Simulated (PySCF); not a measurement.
# Ionisation energy of Sc²⁺ by level of theory

Sc²⁺ [Ar] 3d1 (2D) → Sc³⁺ [Ar] (1S), as a difference of total energies. Computed with PySCF 2.14 in Sapporo-DKH3-DZP-2012 (6s5p3d1f, 43 functions), with scalar relativity by spin-free X2C-1e. The calculations carry no spin-orbit coupling.

```tsv
method	ionisation energy (eV)	difference from reference (eV)
UHF	23.779	-0.978
r2SCAN	25.066	+0.309
MN15	24.794	+0.037
```

Reference: 24.757 eV (measured; NIST Atomic Spectra Database, ionization energies).

The reference lies between the lowest fine-structure levels, while these numbers refer to the centres of the terms.
